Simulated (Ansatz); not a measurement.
Single points on trans-NiH2(NH3)2 (NiN2H8).

```yaml
crystal:
  periodic: [false, false, false]
  atoms:
    - {symbol: Ni, position_ang: [0.000753, -0.000012, -0.002956]}
    - {symbol: H, position_ang: [1.519919, 0.060407, 0.359628]}
    - {symbol: N, position_ang: [-0.022344, 1.920730, -0.013357]}
    - {symbol: H, position_ang: [-0.923263, 2.326148, -0.266841]}
    - {symbol: H, position_ang: [0.685649, 2.273329, -0.661070]}
    - {symbol: H, position_ang: [0.239048, 2.270624, 0.911244]}
    - {symbol: H, position_ang: [-1.520046, -0.060207, -0.358605]}
    - {symbol: N, position_ang: [0.023287, -1.920766, 0.009580]}
    - {symbol: H, position_ang: [-0.309681, -2.276630, -0.889074]}
    - {symbol: H, position_ang: [-0.633134, -2.267220, 0.712964]}
    - {symbol: H, position_ang: [0.939812, -2.326414, 0.198488]}
basis:
  gaussian: {orbitals: def2-TZVP, initial_orbitals: start.molden}
hamiltonian: {xc: {name: PBE-QIDH}}
scf: {omitted_lower_state_checks: [starts]}
```

The file start.molden holds the orbitals of an earlier run on this structure, at another level or in another basis.

```sh
$ ansatz run in.yaml --threads 2 --pin off --events-out ev --progress --plain --max-ram 4352MiB
```

Output, abridged:

```
Functional definition: PBE-QIDH
  name "PBE-QIDH"
  cite "Brémond, Sancho-García, Pérez-Jiménez & Adamo, J. Chem. Phys. 141, 031101 (2014) doi:10.1063/1.4890314"
  cite "Perdew, Burke & Ernzerhof, Phys. Rev. Lett. 77, 3865 (1996) doi:10.1103/PhysRevLett.77.3865"
  parameter a = 3^(-1/3)
  parameter c = 1/3
  exchange = (1 - a)*pbe_x + a*exact_x
  correlation = (1 - c)*pbe_c + c*(mp2_os + mp2_ss)
these checks for a lower state are left out or cut short: starts
1230 factors; integrals over basis functions are off by at most 1.0e-3 eV
mean field evaluation 1: about -44126.6822 eV, gradient 1.8e1 eV
mean field evaluation 2: about -44127.4426 eV, gradient 7.4e-1 eV
mean field evaluation 4: about -44127.6918 eV, gradient 6.5e-3 eV
mean field evaluation 8: about -44127.6918 eV, gradient 1.8e-6 eV
mean field -44127.69176786 eV, -1621.6627616451 hartree, gradient 1.9e-6 eV, S^2 0.000000; 0 other end points of the search recorded, 0 dependent functions left out; unrestricted orbitals would lower it
7 core orbitals not correlated: weight in the atoms' cores, before any rotation towards them, 1.000 or more for the frozen orbitals, at most 0.000 for the correlated occupied ones
reference -44127.69178222 eV, -1621.6627621728 hartree; 18, 18 occupied and 130, 130 virtual orbitals, 1230 factors
second order -36.03192123 eV of doubles, -0.00000000 eV of singles
Total energy: -44139.70242263 eV, -1622.1041450667 hartree
Checks for a lower state left out: starts
```

Hardware: 2 threads of Intel Xeon 6975P-C on a shared host. Wall time 3.5 s.

As the first input, with `correlation: {method: ccsd_t}`, `output: {orbitals: {seedname: orbitals}}` and without the key `hamiltonian` (abridged; 28 s):

```
Functional definition: HF
mean field -44092.39354417 eV, -1620.3655758503 hartree, gradient 4.1e-6 eV, S^2 0.000000; unrestricted orbitals would lower it
mean field evaluation 16: about -44092.7737 eV, gradient 4.4e-2 eV
7 core orbitals not correlated: weight in the atoms' cores, before any rotation towards them, 1.000 or more for the frozen orbitals, at most 0.000 for the correlated occupied ones
second order -30.66519329 eV of doubles, -0.00000000 eV of singles
cycle   1  -28.16409424 eV  change     2.5e0 eV  update   2.5e-1
cycle   2  -30.01401369 eV  change    -1.8e0 eV  update   1.1e-1
cycle   3  -30.47592095 eV  change   -4.6e-1 eV  update   7.7e-2
cycle   4  -30.53386363 eV  change   -5.8e-2 eV  update   4.0e-2
cycle   5  -30.50264200 eV  change    3.1e-2 eV  update   1.8e-2
cycle   6  -30.52811622 eV  change   -2.5e-2 eV  update   6.8e-3
cycle   7  -30.52600480 eV  change    2.1e-3 eV  update   3.7e-3
cycle   8  -30.52318041 eV  change    2.8e-3 eV  update   1.7e-3
cycle   9  -30.52591132 eV  change   -2.7e-3 eV  update   9.9e-4
cycle  10  -30.52636347 eV  change   -4.5e-4 eV  update   4.2e-4
cycle  11  -30.52558132 eV  change    7.8e-4 eV  update   2.5e-4
cycle  12  -30.52545177 eV  change    1.3e-4 eV  update   1.5e-4
cycle  13  -30.52566199 eV  change   -2.1e-4 eV  update   9.7e-5
cycle  14  -30.52546904 eV  change    1.9e-4 eV  update   5.6e-5
cycle  15  -30.52562271 eV  change   -1.5e-4 eV  update   4.0e-5
cycle  16  -30.52570227 eV  change   -8.0e-5 eV  update   2.6e-5
cycle  17  -30.52563295 eV  change    6.9e-5 eV  update   1.5e-5
cycle  18  -30.52563370 eV  change   -7.5e-7 eV  update   7.0e-6
perturbative correction -1.06458115 eV, -0.0391226357 hartree
Total energy: -44123.98375902 eV, -1621.5264948335 hartree
Checks for a lower state left out: starts
```

First input, but with `hamiltonian: {xc: {name: B97M-V}}`, `output: {orbitals: {seedname: orbitals}}` (abridged; 4.6 s):

```
Functional definition: B97M-V
mean field -44146.82863406 eV, -1622.3660285065 hartree, gradient 1.8e-5 eV, S^2 0.000000
Total energy: -44146.82870600 eV, -1622.3660311504 hartree
Checks for a lower state left out: starts
```

First input, but with `hamiltonian: {xc: r2scan, dispersion: d4}`, `output: {forces: true, orbitals: {seedname: orbitals}}` (abridged; 2.7 s):

```
Functional definition: r2SCAN
mean field -44153.99210862 eV, -1622.6292813412 hartree, gradient 1.9e-5 eV, S^2 0.000000
Total energy: -44154.03195396 eV, -1622.6307456301 hartree
Atom 0 force    -0.002289     0.000509     0.010422 eV/Å
Atom 1 force    -0.209202    -0.020572    -0.053485 eV/Å
Atom 2 force     0.022770     0.218452     0.002241 eV/Å
Atom 3 force     0.209556    -0.172003     0.059637 eV/Å
Atom 4 force    -0.162738    -0.159395     0.114735 eV/Å
Atom 5 force    -0.075914    -0.158308    -0.178246 eV/Å
Atom 6 force     0.210902     0.019793     0.045522 eV/Å
Atom 7 force    -0.023277    -0.218421    -0.003194 eV/Å
Atom 8 force     0.092463     0.158222     0.173096 eV/Å
Atom 9 force     0.150718     0.159944    -0.125713 eV/Å
Atom 10 force    -0.212990     0.171779    -0.045016 eV/Å
Dipole moment:    -0.000551    -0.000042     0.001945 e Å
Checks for a lower state left out: starts
```

First input, but with `hamiltonian: {xc: {name: BHLYP}, dispersion: d4}`, `output: {orbitals: {seedname: orbitals}}` (abridged; 1.9 s):

```
Functional definition: BHLYP
mean field -44151.51243977 eV, -1622.5381551916 hartree, gradient 1.1e-5 eV, S^2 0.000000
Total energy: -44151.70185981 eV, -1622.5451162497 hartree
Checks for a lower state left out: starts
```

The first input with `hamiltonian: {xc: {name: CAM-B3LYP}, dispersion: d4}`, `output: {orbitals: {seedname: orbitals}}` (abridged; 2.5 s):

```
Functional definition: CAM-B3LYP
mean field -44156.94489030 eV, -1622.7377940661 hartree, gradient 1.8e-5 eV, S^2 0.000000
Total energy: -44157.07960377 eV, -1622.7427446949 hartree
Checks for a lower state left out: starts
```

Geometry: B3LYP-D4/def2-SVP.

Correlated methods freeze 7 core orbitals; core or outer-core shells of Ni are correlated, in sets that lack core-valence functions. At PBE-QIDH/def2-TZVP, CCSD(T)/def2-TZVP the restricted singlet (for correlated methods, its reference) is unstable: a solution with broken spin symmetry lies lower. The order of the spin states hangs on the level: the triplet lies 0.11 eV below the singlet at BHLYP-D4/def2-TZVP, but 0.68 eV above it at PBE-QIDH/def2-TZVP.
